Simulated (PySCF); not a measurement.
# What a mistake does to a calculation on BCGeH4O cation

Calculated results; nothing here was measured. The program is PySCF 2.14.0, an open-source quantum chemistry code, run on an isolated molecule that a program drew, which may never have been made. The molecule is BCGeH4O cation (charge +1, singlet), drawn as the SMILES string `B=[CH][GeH+][OH]`.

Each row is a Hartree-Fock (HF) and frozen-core CCSD(T) single point in the cc-pVDZ basis, meant for a local HF minimum. Run 1 is clean. Each other run has one planted mistake out of seven kinds, and not every kind appears here: one electron removed, one electron added, multiplicity raised by two, geometry at a saddle point, minimal basis STO-3G, one bond length entered in bohr, all coordinates scaled. The reference is restricted for singlets and unrestricted otherwise, and also for a bond in bohr. Adding or removing an electron swaps singlet and doublet. Electrons count all cores. HOMO and LUMO are orbital energies over both spins, the gradient is its largest component, and the lowest frequency (negative if imaginary) is given only where the gradient is small. Bond lengths are over the 7 bonds as drawn. T1 is the CCSD diagnostic: over 0.02 (restricted) or 0.045 (unrestricted) a single reference is doubtful. Germanium has the cc-pVDZ-PP basis, with a core potential (ECP10MDF) in place of its 10 inner electrons, and its 3s, 3p and 3d shells are frozen in CCSD(T).

Geometry of the clean run:
```xyz
8
BCGeH4O cation, angstrom
B    -1.2094    0.3312    1.6103
C    -0.0708    0.3206    0.7878
Ge    0.2386   -0.8306   -0.5968
O    -0.8315   -2.0723   -1.0874
H    -2.1694    0.3202    2.2837
H     0.7165    1.0519    0.9652
H     1.4544   -0.8421   -1.4771
H    -1.6655   -2.2485   -0.6686
```

```
run,electrons,basis functions,<S^2>,HOMO (eV),LUMO (eV),gradient (hartree/bohr),lowest frequency (cm^-1),mean bond (Å),longest bond (Å),T1,HF (hartree),CCSD(T) (hartree),mistake
1,54,85,0.000,-15.49,-4.19,1.8e-05,133,1.3793,1.827,0.0176,-432.83729,-433.35054,no fault
2,54,85,0.000,-15.19,-4.30,2.6e-02,-,1.4207,1.882,0.0191,-432.82978,-433.35043,all coordinates scaled
3,53,85,0.756,-24.62,-12.93,6.9e-02,-,1.3793,1.827,0.0253,-432.32208,-432.79235,one electron removed
4,54,85,1.160,-14.12,-4.85,3.0e-02,-,1.5579,2.654,0.0646,-432.62047,-433.11994,one bond length entered in bohr
5,55,85,0.893,-5.69,1.74,3.4e-02,-,1.3793,1.827,0.0262,-433.01820,-433.54274,?
```

**Which mistake was planted in run 5, and what did it cost?**

It counts 55 electrons, one more than the clean run, at the same geometry and basis. So the mistake is: one electron added. Subtracting run 1 and multiplying by 627.51 kcal/mol a hartree, the energy moved by -113.5 kcal/mol in HF and -120.6 kcal/mol in CCSD(T).

Cautions from the logs. Run 4: T1 is over the limit, so its CCSD(T) energy is less reliable.
